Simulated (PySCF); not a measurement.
HNP, SMILES P#[NH+], charge +1.

Geometry optimised at ωB97X-D3(BJ)/def2-TZVPD. The isomer is the one that the SMILES or the coordinates give; other isomers of the formula were not compared.

Level of theory: M06-2X/def2-TZVPD (PySCF).

Isolated molecule, no solvent.

```
Item                                                              Result
------------------------------------------------  ----------------------
total energy                                          -396.37210 hartree
point group                                                          C∞v
highest occupied level                                         -19.00 eV
lowest empty level                                              -8.59 eV
orbital gap                                                     10.41 eV
dipole moment about the centre of nuclear charge                  0.05 D
mean static polarisability                          21.3 bohr³ (3.16 Å³)
polarisability, principal values                  17.5, 17.5, 28.9 bohr³
```
